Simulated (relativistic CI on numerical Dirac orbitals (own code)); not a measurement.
## Au38+: q coefficients and field-shift factors

Method of calculation: Dirac-Coulomb-Breit CI, orbitals from a KLI potential per configuration, derivatives by finite differences, unscaled Slater integrals, QED left out (own radial code, finite nucleus).

Configurations in the expansion (outside the closed core [Ar] 3d10): 4s2 4p6 4d5, 4s2 4p6 4d4 4f, 4s2 4p4 4d7, 4s 4p6 4d6, 4p6 4d7, 4s2 4p6 4d4 5s, 4s2 4p6 4d3 5s2, 4p6 4d5 5s2. Levels of other configurations are missing.

With x = (α/α₀)² − 1 an excitation energy changes as ω = ω₀ + qx; K = 2q/ω₀ is the relative enhancement. Terms are leading LS components, so labels can repeat. The field-shift factor is F = δν/δ⟨r²⟩ for the transition from the lowest level.

Lowest level 4s2 4p6 4d5 4P_5/2.

```
              Level  ω₀ (cm⁻¹)  q (cm⁻¹)  F (GHz/fm²)
 4s2 4p6 4d5 6S_5/2     158725    201500         7.51
 4s2 4p6 4d5 4G_7/2     203643    197300         7.41
 4s2 4p6 4d5 4D_3/2     205663    199900         6.83
4s2 4p6 4d5 2H_11/2     214967    196500         8.19
 4s2 4p6 4d5 4G_9/2     229499    201300          7.9
 4s2 4p6 4d5 2D_5/2     238148    207300         7.53
 4s2 4p6 4d5 4P_1/2     245626    217500         7.21
 4s2 4p6 4d5 2F_7/2     255779    201000         7.07
 4s2 4p6 4d5 2D_3/2     306524    222900         8.81
 4s2 4p6 4d5 6S_5/2     356838    394600           14
 4s2 4p6 4d5 4D_7/2     388762    402700         14.2
4s2 4p6 4d5 2I_11/2     397525    400000         15.3
 4s2 4p6 4d5 4G_9/2     401404    399800         14.5
 4s2 4p6 4d5 4D_1/2     409271    407800         14.1
 4s2 4p6 4d5 4P_3/2     414095    406800         14.5
4s2 4p6 4d5 2I_13/2     420717    399800         15.8
 4s2 4p6 4d5 2F_5/2     421904    403300         14.2
 4s2 4p6 4d5 2H_9/2     443503    403500         15.3
 4s2 4p6 4d5 2G_7/2     452650    403100         14.3
 4s2 4p6 4d5 4F_5/2     453796    404600           15
 4s2 4p6 4d5 2D_3/2     458888    396900         12.6
 4s2 4p6 4d5 4P_1/2     475925    404200         13.9
 4s2 4p6 4d5 2G_7/2     480318    406000         15.2
```

At this charge energies of transitions that change n are usually good to better than 1 %, and those within a shell (Δn = 0) to a few per cent. Terms inside the open d or f shell come out 10 to 20 % too wide with unscaled integrals.

(1) Which transition from the lowest level has the largest |K|?

Results:

(1) 4s2 4p6 4d5 6S_5/2 at 158725 cm⁻¹, K = 2.54.
